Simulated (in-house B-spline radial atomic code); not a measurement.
Whole-atom quantities along the 50-electron series, configuration 1s2 2s2 2p6 3s2 3p6 3d10 4s2 4p6 4d10 5s2 5p1/2(2). Breit and QED terms are first order and not part of the total energy; the density at the nucleus is averaged over the nuclear charge. Computed with a B-spline radial code for spherical atoms: Dirac-Hartree-Fock, jj configuration that fills j = l - 1/2 first, finite nuclei.

| ion | Z | E/Z² (Eh) | Σ<r²> (bohr²) | n(0)/Z³ (bohr⁻³) | Lamb diamagnetic shielding (ppm) | repulsion over attraction | Breit energy (eV) | self-energy (eV) | vacuum polarisation (eV) |
| --- | --- | --- | --- | --- | --- | --- | --- | --- | --- |
| Sn | 50 | -2.4705 | 61.578 | 1.4673 | 5323.85 | 0.15446 | 119.22 | 90.858 | -11.592 |
| Sb+ | 51 | -2.4914 | 48.095 | 1.5092 | 5472.88 | 0.15298 | 127.63 | 97.468 | -12.623 |
| Te2+ | 52 | -2.5121 | 40.292 | 1.5511 | 5622.13 | 0.15137 | 136.45 | 104.43 | -13.728 |
| I3+ | 53 | -2.5325 | 34.882 | 1.5978 | 5771.87 | 0.14968 | 145.69 | 111.76 | -14.91 |
| Xe4+ | 54 | -2.5525 | 30.801 | 1.645 | 5922.25 | 0.14794 | 155.36 | 119.48 | -16.176 |
| Cs5+ | 55 | -2.5722 | 27.568 | 1.6954 | 6073.37 | 0.14618 | 165.49 | 127.59 | -17.528 |
| Ba6+ | 56 | -2.5917 | 24.922 | 1.7471 | 6225.3 | 0.1444 | 176.07 | 136.12 | -18.973 |
| La7+ | 57 | -2.6108 | 22.706 | 1.8023 | 6378.11 | 0.14261 | 187.12 | 145.07 | -20.517 |
| Ce8+ | 58 | -2.6296 | 20.817 | 1.8596 | 6531.88 | 0.14082 | 198.66 | 154.47 | -22.163 |

(1) With what power of Z does the column «self-energy (eV)» change over this range?

Results:

(1) A fit of the logarithm of its size against log Z from Z = 50 to 58 has slope 3.58. One-loop self-energy scales as Z⁴F(Zα), with F falling from low Z to about Z = 90.
